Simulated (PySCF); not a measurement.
Si(OH)(NH2)3 (H7N3OSi), SMILES [Si](N)(N)(O)N. Coordinates come from a B3LYP-D3(BJ)/def2-SVP optimisation. The values are those of a single conformer.

All values below come from B3LYP-D3(BJ)/def2-SVP (PySCF).

Harmonic wavenumbers (cm⁻¹): 103, 125, 188, 209, 254, 304, 326, 331, 354, 401, 431, 477, 731, 766, 783, 814, 829, 904, 930, 960, 1527, 1541, 1544, 3557, 3559, 3597, 3649, 3651, 3697, 3868. Rotational constants (GHz): 3.814, 3.564, 3.466; symmetry number 1.

Q: Work out the zero-point energy and the ideal-gas rigid-rotor harmonic-oscillator thermochemistry at 298.15 K and 1 atm.

A: ZPE = ½ Σ hcν = ½ × 40410 cm⁻¹ = 57.77 kcal/mol. H − E(el) = 63.89 kcal/mol. Entropy in cal/(mol K): translation 39.51, rotation 26.33, vibration 21.53, total 87.36. G − E(el) = 37.84 kcal/mol. Cp = 32.87 cal/(mol K). Modes under 150 cm⁻¹ make the vibrational entropy uncertain.
